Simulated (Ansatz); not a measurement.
The first iterations of a band of F2H4Si2 + H3P (12 atoms, charge 0, multiplicity 1).

Theory: Ansatz 0.2.0, RKS LDA/def2-SVP.

```yaml
movable_images: 9
climbing_image: yes
spring: 5.0 eV/Å²
optimiser: quadratic models (default)
start_path: straight line
force_threshold: 0.05 eV/Å
iteration_limit: 60
end_points: relaxed
```

Initial state:

```xyz
12
Properties=species:S:1:pos:R:3
Si 0.272 -0.144 0.151
Si 0.173 -0.245 2.482
H -0.651 -1.419 2.934
H 1.582 -0.423 2.992
H -0.382 1.037 3.042
H 1.651 -0.227 -0.435
F -0.378 1.241 -0.385
F -0.588 -1.350 -0.509
P -3.376 0.140 1.134
H -2.609 -0.911 0.510
H -2.771 -0.105 2.422
H -2.381 1.125 0.786
```

Final state:

```xyz
12
Properties=species:S:1:pos:R:3
Si -0.674 0.013 -0.171
Si 0.124 -0.040 3.263
H -0.096 -0.541 4.663
H 1.322 -0.711 2.653
H 0.316 1.451 3.274
H 0.299 0.885 0.565
F -0.526 0.365 -1.741
F -0.188 -1.517 0.012
P -2.822 0.259 0.423
H -3.215 0.070 -0.955
H -2.895 -1.155 0.699
H -1.102 -0.362 2.440
```

| iteration | highest image above the first end (eV) | largest band force component (eV/Å) |
| --- | --- | --- |
| 1 | 9.035 | 15.921 |
| 2 | 4.024 | 6.921 |
| 3 | 2.450 | 2.857 |
| 4 | 2.177 | 1.495 |
| 5 | 2.011 | 0.571 |
| 6 | 1.935 | 0.627 |
| 7 | 1.802 | 0.945 |
| 8 | 1.734 | 0.607 |
| 9 | 1.681 | 1.073 |
| 10 | 1.781 | 0.902 |
| 11 | 1.955 | 0.898 |
| 12 | 2.041 | 0.614 |
| 13 | 2.018 | 0.318 |

Task: Does the band converge within its limit, and where does its top end?

Result: The run converged. It ended after 41 iterations with the highest image 1.723 eV above the first end. A structure lower than the last end lies on the path between it and the top, so the climb from that side starts below the end, which may itself be a saddle point or a shallow side well. Neighbouring images differ by up to 1.9 eV, so the band resolves the path poorly. The order of the stationary point at the top wasn't checked. The orbitals stay closed-shell, which can raise the energy where a bond breaks towards radicals; this wasn't checked here.

The run took 4.2 min on 4 threads of Arm Neoverse V2, on a shared host, peak memory 0.18 GiB.
